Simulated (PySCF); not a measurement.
## Electron correlation in B²⁺ (boron, charge +2)

[He] 2s1, 2S determinant. Computed with PySCF 2.14 in aug-cc-pCVTZ-DK (7s6p4d2f, 59 functions), with the spin-free X2C one-electron Hamiltonian (Gaussian nucleus). Frozen: nothing; 3 electrons correlated.

| level | correlation energy (mhartree) |
| --- | --- |
| CCSD | -44.19 |
| (T) | -0.02 |
| CCSD(T) | -44.21 |

Diagnostics: T1 = 0.00090, D1 = 0.0022, largest double amplitude 0.011.

**Question.** Is a single reference adequate?

**Answer.** Yes: T1 lies below 0.03 and no double amplitude reaches 0.07.
